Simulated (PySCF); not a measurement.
Correlation energy of B (boron, neutral)

[He] 2s2 2p1, 2P determinant. All numbers are calculated (PySCF 2.14, scalar relativity by spin-free X2C-1e, in x2c-TZVPall). Frozen: 1s2; 3 electrons correlated.

MP2 pair energies summed by pair of shells (mhartree):

| pair | energy | share (%) |
| --- | --- | --- |
| 2s-2s | -24.40 | 56.1 |
| 2s-2p | -19.11 | 43.9 |

Total MP2 correlation energy: -43.51 mhartree.

Same-spin part -3.13 and opposite-spin part -40.38 mhartree; SCS-MP2 scales them by 1/3 and 6/5 to -49.50 mhartree.

```csv
level,correlation energy (mhartree)
CCSD,-64.26
(T),-1.31
CCSD(T),-65.57
```

Diagnostics: T1 = 0.014, D1 = 0.0259, largest double amplitude 0.107.

Cost of the coupled-cluster step: 0.28 s of wall time on 1 thread of Neoverse-V1 (shared host), for 3 correlated electrons.
